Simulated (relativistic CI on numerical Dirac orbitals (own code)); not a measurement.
Forbidden lines of Os75+

Calculated at this level of theory: Dirac equation for one electron, model QED (radiative potential, 1s self-energy scaled to tabulated hydrogen-like ionisation energies) (own radial code, finite nucleus).

Configuration list: 1s, 2s, 2p, 3s, 3p, 3d, 4s, 4p, 4d, 4f, 5s, 5p, 5d, 5f, 5g, 6s, 6p, 6d. Levels of other configurations are missing.

| λ vac (nm) | Lower | Upper | Type | A (s⁻¹) | log gf |
| --- | --- | --- | --- | --- | --- |
| 0.01486 | 1s ²S1/2 [1] | 6d ²D5/2 [30] | E2 | 1.69e+13 | -3.47 |
| 0.01487 | 1s ²S1/2 [1] | 6d ²D3/2 [28] | E2 | 1.95e+13 | -3.59 |
| 0.01504 | 1s ²S1/2 [1] | 5d ²D5/2 [22] | E2 | 2.78e+13 | -3.25 |
| 0.01505 | 1s ²S1/2 [1] | 5d ²D3/2 [19] | E2 | 3.22e+13 | -3.36 |
| 0.01537 | 1s ²S1/2 [1] | 4d ²D5/2 [15] | E2 | 4.91e+13 | -2.98 |
| 0.01539 | 1s ²S1/2 [1] | 4d ²D3/2 [12] | E2 | 5.74e+13 | -3.09 |
| 0.01614 | 1s ²S1/2 [1] | 3d ²D5/2 [9] | E2 | 8.61e+13 | -2.69 |
| 0.01618 | 1s ²S1/2 [1] | 3d ²D3/2 [7] | E2 | 1.02e+14 | -2.80 |
| 0.01629 | 1s ²S1/2 [1] | 3s ²S1/2 [6] | M1 | 9.80e+12 | -4.11 |
| 0.01946 | 1s ²S1/2 [1] | 2s ²S1/2 [3] | M1 | 2.31e+13 | -3.58 |
| 0.06618 | 2p ²P°1/2 [2] | 5f ²F°5/2 [21] | E2 | 6.21e+12 | -2.61 |
| 0.07349 | 2p ²P°3/2 [4] | 5f ²F°7/2 [24] | E2 | 7.45e+12 | -2.32 |
| 0.08211 | 2p ²P°3/2 [4] | 4f ²F°7/2 [16] | E2 | 1.11e+13 | -2.05 |

Terms are leading LS components. Brackets give the number of a level in order of energy, since labels repeat. The list gives strong lines, with weight on those to low levels. Levels whose partners in the same complex of configurations lie outside the list can be far off, and so can their lines. Rates are taken at the computed energies, electric ones in the length gauge.
